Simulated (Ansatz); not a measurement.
Consider the ligand exchange at the Si–S bond: `[CH3][Al]([F])[S][SiH3]` + `[F][AlH][SH]` → `[F][AlH][S][SiH3]` + `[CH3][Al]([F])[SH]`.

Computed with Ansatz on PBE0-D4/def2-TZVP structures; ΔE is electronic, products minus reactants. CCSD(T)/CBS adds triple-zeta CCSD(T) − MP2 to the extrapolated MP2 energy (def2 sets, frozen cores). This one scheme is used for every species. DFT in def2-TZVPP. B3LYP here is the variant with VWN-RPA as its local correlation; programs differ in this. One conformer a species, not always the lowest.

`[CH3][Al]([F])[S][SiH3]`:

Cartesian coordinates in Å:
```
C -0.541 -1.424 -0.879
Al 0.881 -1.184 0.408
F 1.812 -2.476 0.836
S 1.431 0.668 1.411
Si -0.024 1.979 0.555
H -1.277 -2.138 -0.497
H -0.141 -1.845 -1.806
H -1.065 -0.498 -1.124
H 0.123 2.070 -0.921
H 0.208 3.314 1.156
H -1.408 1.534 0.861
```

`[F][AlH][SH]`:

Cartesian coordinates in Å:
```
F -0.672 0.796 -1.867
Al -0.423 0.278 -0.325
S 1.477 -0.690 0.070
H -1.535 0.498 0.761
H 1.154 -0.881 1.362
```

`[F][AlH][S][SiH3]`:

```xyz
8

F    -0.259   -3.239    1.006
Al   -0.096   -1.813    0.203
S    -0.198   -0.035    1.437
Si    0.064    1.465   -0.068
H     0.116   -1.831   -1.351
H     1.275    2.260    0.251
H    -1.123    2.354   -0.072
H     0.220    0.839   -1.406
```

`[CH3][Al]([F])[SH]`:

Z-matrix (Å, degrees):
```
C
Al 1 1.934
H 1 1.092 2 112.6
H 1 1.094 2 110.4 3 120.9
H 1 1.094 2 110.5 3 -121.0
F 2 1.650 1 120.1 3 178.5
S 2 2.176 1 125.7 3 -1.6
H 7 1.344 2 92.4 1 0.1
```

```
             level  ΔE (kJ/mol)
         r2SCAN-D4          1.0
               PBE         -1.2
            r2SCAN          0.4
              PBE0         -0.9
             B3LYP         -1.4
   CCSD/def2-TZVPP          0.9
CCSD(T)/def2-TZVPP          1.2
SCS-MP2/def2-QZVPP          0.6
```

**Question.** What does CCSD(T)/CBS give? (Estimate.)

**Answer.** Ansatz gave: +0.4 kJ/mol. The listed levels differ from it by 0.6, -1.6, 0.0, -1.3, -1.8, 0.5, 0.8, 0.2 kJ/mol.

Largest T1 diagnostic among the species: 0.012.
